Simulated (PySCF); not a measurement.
Species, as SMILES: O=BF.
Geometry (B3LYP-D3(BJ)/def2-TZVP, fixed):
```
B
O 1 1.2071
F 1 1.2860 2 180.00
```

How fast the mean static polarisability converges with the basis for several methods (PySCF): deviation from each method's own reference, in %. References: HF 14.96 bohr³, the value in d-aug-cc-pVTZ; PBE 17.87 bohr³, the value in d-aug-cc-pVTZ; PBE0 16.83 bohr³, the value in d-aug-cc-pVTZ. All functions are spherical. Density fitting with generated auxiliary sets. No added dispersion term, no relativity. 

```
basis            functions  HF    PBE   PBE0
---------------  ---------  --  -----  -----
STO-3G                  15   ?  -64.6  -63.2
pcseg-0                 27   ?  -39.7  -39.2
def2-SVPD               66   ?   -2.4   -2.3
aug-pcseg-1             69   ?   -1.5   -1.3
jun-cc-pV(T+d)Z        117   ?   -1.2   -1.1
cc-pVQZ                165   ?   -7.9   -7.0
d-aug-cc-pVTZ          186   ?    0.0    0.0
aug-cc-pVQZ            240   ?   -0.3   -0.3
```

### Question
Complete the blanks.

### Answer

- STO-3G, HF: -61.5
- pcseg-0, HF: -39.4
- def2-SVPD, HF: -2.3
- aug-pcseg-1, HF: -1.0
- jun-cc-pV(T+d)Z, HF: -1.0
- cc-pVQZ, HF: -6.1
- d-aug-cc-pVTZ, HF: 0.0
- aug-cc-pVQZ, HF: -0.1
